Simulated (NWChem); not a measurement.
**Atomisation of tert-butyl chloride (C4H9Cl)**

```xyz
14

C     -0.7073    -0.8348     1.2651
C      0.0103    -0.3679     0.0000
C     -0.7073    -0.8348    -1.2651
C      1.4829    -0.7738     0.0000
Cl    -0.0415     1.4870     0.0000
H     -0.7028    -1.9373     1.3098
H     -0.2088    -0.4501     2.1670
H     -1.7527    -0.4927     1.2755
H     -1.7527    -0.4927    -1.2755
H     -0.2088    -0.4501    -2.1670
H     -0.7028    -1.9373    -1.3098
H      1.5653    -1.8741     0.0000
H      1.9990    -0.3885     0.8917
H      1.9990    -0.3885    -0.8917
```
Charge 0, spin multiplicity 1.

The numbers come from NWChem runs, not from measurements. All single points use one geometry, from B3LYP/def2-SVP, held to Cs symmetry and with no frequency check, so it may be a saddle point.

Basis set: def2-SVP. The atomisation energy is electronic alone: no zero-point, thermal, spin-orbit or counterpoise terms. No value is extrapolated to the basis-set limit. Free atoms are single determinants with multiplicities C 3, Cl 2, H 2.

B3LYP has NWChem's definition, with VWN1-RPA local correlation. The stability of the SCF solutions was not checked. Open-shell Hartree-Fock references start from PBE0 orbitals.

Question: One of these methods gave an atomisation energy of 986.2 kcal/mol. Which?
A) PBE
B) PBE0
C) B3LYP
D) HF

Answer: D, HF. The others give 1280.5 (B3LYP), 1298.5 (PBE0), 1310.3 (PBE).
